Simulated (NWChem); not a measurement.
All runs are NWChem calculations. System: CdTe, charge 0, spin multiplicity 1, at a geometry optimised with B3LYP/def2-SVP with def2 effective core potentials on Cd, Te. The structure started from a generated list of species.

Input file:

```
start mol
memory heap 200 mb stack 900 mb global 1100 mb
geometry units angstroms nocenter noautoz
  Cd     0.000000     0.000000     1.347533
  Te     0.000000     0.000000    -1.243876
  symmetry group C2v
end
basis spherical
  * library def2-svpd
end
ecp
  Cd library def2-ecp
  Te library def2-ecp
end
dft
  xc b3lyp
  semidirect memsize 60000000 filesize 0
  iterations 100
end
tddft
  rpa
  nroots 6
  notriplet
  thresh 1e-4
end
task tddft energy
```

The output up to the point where the run's verdict is printed (cleaned and shortened):

```
             Northwest Computational Chemistry Package (NWChem) 7.3.0
             --------------------------------------------------------

                                NWChem Input Module
                                -------------------

 Scaling coordinates for geometry "geometry" by  1.889725989
 (inverse scale =  0.529177249)

 Turning off AUTOSYM since
 SYMMETRY directive was detected!

                             Geometry "geometry" -> ""
                             -------------------------

 Output coordinates in angstroms (scale by  1.889725989 to convert to a.u.)

  No.       Tag          Charge          X              Y              Z
 ---- ---------------- ---------- -------------- -------------- --------------
    1 Cd                  48.0000     0.00000000     0.00000000     1.34753300
    2 Te                  52.0000     0.00000000     0.00000000    -1.24387600

 Effective nuclear repulsion energy (a.u.)     509.6943066506

            Nuclear Dipole moment (a.u.)
            ----------------------------
        X                 Y               Z
 ---------------- ---------------- ----------------
     0.0000000000     0.0000000000     0.0000604712

      Symmetry information
      --------------------

 Group name             C2v
 Group number             16
 Group order               4
 No. of unique centers     2

      Symmetry unique atoms

     1    2


 Summary of "ao basis" -> "" (spherical)
 ------------------------------------------------------------------------------
       Tag                 Description            Shells   Functions and Types
 ---------------- ------------------------------  ------  ---------------------
 *                         def2-svpd                  on all atoms

                                 NWChem DFT Module
                                 -----------------

 Summary of "ao basis" -> "ao basis" (spherical)
 ------------------------------------------------------------------------------
       Tag                 Description            Shells   Functions and Types
 ---------------- ------------------------------  ------  ---------------------
[...]
        1455.414003505052           0.000000000000           0.000000000000
           0.000000000000        1455.414003505052           0.000000000000
           0.000000000000           0.000000000000           0.000000000000

     Multipole analysis of the density
     ---------------------------------

     L   x y z        total         alpha         beta         nuclear
     -   - - -        -----         -----         ----         -------
     0   0 0 0     -0.000000    -22.000000    -22.000000     44.000000

     1   1 0 0     -0.000000     -0.000000     -0.000000      0.000000
     1   0 1 0      0.000000      0.000000      0.000000      0.000000
     1   0 0 1     -1.417751      2.033461      2.033461     -5.484673

     2   2 0 0    -32.301659    -16.150830    -16.150830      0.000000
     2   1 1 0      0.000000      0.000000      0.000000      0.000000
     2   1 0 1      0.000000      0.000000      0.000000      0.000000
     2   0 2 0    -38.401533    -19.200766    -19.200766      0.000000
     2   0 1 1     -0.000000     -0.000000     -0.000000      0.000000
     2   0 0 2    -44.375738   -153.335855   -153.335855    262.295973

                                NWChem TDDFT Module
                                -------------------

            General Information
            -------------------
           No. of orbitals :     138
            Alpha orbitals :      69
             Beta orbitals :      69
        Alpha frozen cores :       0
         Beta frozen cores :       0
     Alpha frozen virtuals :       0
      Beta frozen virtuals :       0
         Spin multiplicity :       1
    Number of AO functions :      69
        Use of symmetry is : off
      Symmetry adaption is : on
         Schwarz screening :  0.10D-07

              XC Information
              --------------
                  B3LYP Method XC Potential
              Hartree-Fock (Exact) Exchange   0.20
                 Slater Exchange Functional   0.80 local
             Becke 1988 Exchange Functional   0.72 non-local
       Lee-Yang-Parr Correlation Functional   0.81
           VWN I RPA Correlation Functional   0.19 local

             TDDFT Information
             -----------------
          Calculation type : TDDFT
         Wavefunction type : Restricted singlets
          No. of electrons :      44
           Alpha electrons :      22
            Beta electrons :      22
              No. of roots :       6
          Max subspacesize :    5200
            Max iterations :     100
               Target root :       1
           Target symmetry : none
      Symmetry restriction : off
                 Algorithm : Optimal
        Davidson threshold :  0.10D-03

            Memory Information
            ------------------
          Available GA space size is         144174439 doubles
          Available MA space size is          50641292 doubles
          Length of a trial vector is         1034
          Algorithm : Incore multiple tensor contraction
          Estimated peak GA usage is          21767180 doubles
          Estimated peak MA usage is             25800 doubles

    6 smallest eigenvalue differences (eV)
--------------------------------------------------------
  No. Spin  Occ  Vir  Irrep   E(Occ)    E(Vir)   E(Diff)
--------------------------------------------------------
    1    1   22   23 b1       -0.163    -0.256    -2.525
    2    1   21   23 a2       -0.276    -0.256     0.531
    3    1   20   23 b1       -0.324    -0.256     1.837
    4    1   22   24 b1       -0.163    -0.025     3.751
    5    1   22   25 b2       -0.163    -0.017     3.991
    6    1   22   26 a1       -0.163    -0.005     4.312
--------------------------------------------------------

  Entering Davidson iterations
  Restricted singlet excited states

  Iter   NTrls   NConv    DeltaV     DeltaE      Time
  ----  ------  ------  ---------  ---------  ---------
```

The program stopped with an error. NWChem stopped with the message: tddft_diagon: A-B is not positive-definite; try TDA.
